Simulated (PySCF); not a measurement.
## input.py for BeS⁻

The script input.py:

```python
from pyscf import gto, scf, cc

mol = gto.M(
    atom='Be 0 0 0; S 0 0 1.902',
    basis='x2c-tzvpall',
    charge=-1,
    spin=1,
    verbose=4,
)
mf = scf.UHF(mol)
mf = mf.sfx2c1e()
mf.kernel()
mycc = cc.CCSD(mf, frozen=5)
mycc.kernel()
mycc.ccsd_t()
mf.dip_moment()
print('orbital energies (hartree):', [e[max(0, n-3):n+3].round(4) for e, n in zip(mf.mo_energy, mol.nelec)])
```

```bash
$ OMP_NUM_THREADS=1 python input.py
```

It prints (some set-up lines and the per-cycle HOMO/LUMO lines with their warnings removed):

```
PySCF version 2.14.0

[INPUT] verbose = 4
[INPUT] num. atoms = 2
[INPUT] num. electrons = 21
[INPUT] charge = -1
[INPUT] spin (= nelec alpha-beta = 2S) = 1
[INPUT] symmetry False subgroup None
[INPUT] Mole.unit = angstrom
[INPUT] Symbol           X                Y                Z      unit          X                Y                Z       unit  Magmom
[INPUT]  1 Be     0.000000000000   0.000000000000   0.000000000000 AA    0.000000000000   0.000000000000   0.000000000000 Bohr   0.0
[INPUT]  2 S      0.000000000000   0.000000000000   1.902000000000 AA    0.000000000000   0.000000000000   3.594259088923 Bohr   0.0

nuclear repulsion = 17.8061732381073
number of shells = 7
number of NR pGTOs = 91
number of NR cGTOs = 56
basis = x2c-tzvpall
ecp = {}

******** <class 'pyscf.x2c.sfx2c1e.sfX2C1eUHF'> ********
method = sfX2C1eUHF
initial guess = minao
damping factor = 0
level_shift factor = 0
DIIS = <class 'pyscf.scf.diis.CDIIS'>
diis_start_cycle = 1
diis_space = 8
diis_damp = 0
SCF conv_tol = 1e-09
SCF conv_tol_grad = None
SCF max_cycles = 50
direct_scf = True
direct_scf_tol = 1e-13
number electrons alpha = 11  beta = 10

******** <class 'pyscf.x2c.sfx2c1e.SpinFreeX2CHelper'> ********
approx = 1e
xuncontract = 1
Set gradient conv threshold to 3.16228e-05
init E= -413.258650788451

cycle= 1 E= -413.20614947316  delta_E= 0.0525  |g|= 0.273  |ddm|= 0.857
cycle= 2 E= -413.265554874283  delta_E= -0.0594  |g|= 0.178  |ddm|= 0.572
cycle= 3 E= -413.287619002737  delta_E= -0.0221  |g|= 0.0362  |ddm|= 0.193
cycle= 4 E= -413.291799103293  delta_E= -0.00418  |g|= 0.0181  |ddm|= 0.102
cycle= 5 E= -413.293063014627  delta_E= -0.00126  |g|= 0.00933  |ddm|= 0.0538
cycle= 6 E= -413.293417602908  delta_E= -0.000355  |g|= 0.0054  |ddm|= 0.0277
cycle= 7 E= -413.293551732346  delta_E= -0.000134  |g|= 0.00267  |ddm|= 0.0211
cycle= 8 E= -413.293592101987  delta_E= -4.04e-05  |g|= 0.0016  |ddm|= 0.0121
cycle= 9 E= -413.29361066678  delta_E= -1.86e-05  |g|= 0.000784  |ddm|= 0.00883
cycle= 10 E= -413.293616104389  delta_E= -5.44e-06  |g|= 0.000295  |ddm|= 0.00599
cycle= 11 E= -413.293616574042  delta_E= -4.7e-07  |g|= 0.000109  |ddm|= 0.00181
cycle= 12 E= -413.29361660633  delta_E= -3.23e-08  |g|= 4.3e-05  |ddm|= 0.000357
cycle= 13 E= -413.293616610918  delta_E= -4.59e-09  |g|= 1.01e-05  |ddm|= 0.000154
cycle= 14 E= -413.293616611126  delta_E= -2.08e-10  |g|= 2.71e-06  |ddm|= 3.24e-05
Extra cycle  E= -413.293616611138  delta_E= -1.24e-11  |g|= 1.39e-06  |ddm|= 8.41e-06
converged SCF energy = -413.293616611138  <S^2> = 0.76645288  2S+1 = 2.0163858

******** <class 'pyscf.cc.uccsd.UCCSD'> ********
CC2 = 0
CCSD nocc = (np.int64(6), np.int64(5)), nmo = (51, 51)
frozen orbitals 5
max_cycle = 50
direct = 0
conv_tol = 1e-07
conv_tol_normt = 1e-06
diis_space = 6
diis_start_cycle = 0
diis_start_energy_diff = 1e+09
Init t2, MP2 energy = -0.231307191179407
Init E_corr(UCCSD) = -0.231307191181879
cycle = 1  E_corr(UCCSD) = -0.244108169611529  dE = -0.0128009784  norm(t1,t2) = 0.0701607
cycle = 2  E_corr(UCCSD) = -0.249850387858079  dE = -0.00574221825  norm(t1,t2) = 0.0257242
cycle = 3  E_corr(UCCSD) = -0.250701695813788  dE = -0.000851307956  norm(t1,t2) = 0.0178665
cycle = 4  E_corr(UCCSD) = -0.252271068028143  dE = -0.00156937221  norm(t1,t2) = 0.00995216
cycle = 5  E_corr(UCCSD) = -0.252070806490518  dE = 0.000200261538  norm(t1,t2) = 0.00353951
cycle = 6  E_corr(UCCSD) = -0.252050408977963  dE = 2.03975126e-05  norm(t1,t2) = 0.00128385
cycle = 7  E_corr(UCCSD) = -0.252112104677735  dE = -6.16956998e-05  norm(t1,t2) = 0.000695084
cycle = 8  E_corr(UCCSD) = -0.252113105315065  dE = -1.00063733e-06  norm(t1,t2) = 0.000214472
cycle = 9  E_corr(UCCSD) = -0.252106923569356  dE = 6.18174571e-06  norm(t1,t2) = 9.88152e-05
cycle = 10  E_corr(UCCSD) = -0.252107272174247  dE = -3.48604891e-07  norm(t1,t2) = 3.45869e-05
cycle = 11  E_corr(UCCSD) = -0.252107135057389  dE = 1.37116857e-07  norm(t1,t2) = 1.40782e-05
cycle = 12  E_corr(UCCSD) = -0.252107378605482  dE = -2.43548093e-07  norm(t1,t2) = 5.86066e-06
cycle = 13  E_corr(UCCSD) = -0.252107345836386  dE = 3.27690965e-08  norm(t1,t2) = 3.06617e-06
cycle = 14  E_corr(UCCSD) = -0.252107290538457  dE = 5.5297929e-08  norm(t1,t2) = 1.63374e-06
cycle = 15  E_corr(UCCSD) = -0.252107253571695  dE = 3.69667617e-08  norm(t1,t2) = 6.85886e-07
UCCSD converged
E(UCCSD) = -413.5457238647099  E_corr = -0.2521072535716951
UCCSD(T) correction = -0.0127821905878264
Dipole moment(X, Y, Z, Debye): -0.00000, -0.00000, -6.47312
orbital energies (hartree): [array([-0.1084, -0.1066, -0.1066,  0.2309,  0.2575,  0.2575]), array([-0.1829, -0.1158, -0.1158,  0.1823,  0.2927,  0.2927])]
```

In short: E(SCF) = -413.293617 Eh, 14 cycles, E(CCSD) − E(SCF) = -0.25211 Eh, (T) = -0.01278 Eh, ⟨S²⟩ = 0.766.

Hardware: Arm Neoverse N1, 1 thread, shared host. Wall time 14 s, peak memory 0.41 GiB.

The basis has no diffuse functions, which an anion needs. The bond length is a typed value, not an optimised one. The dipole of an ion depends on the origin. No search for the lowest solution was made.
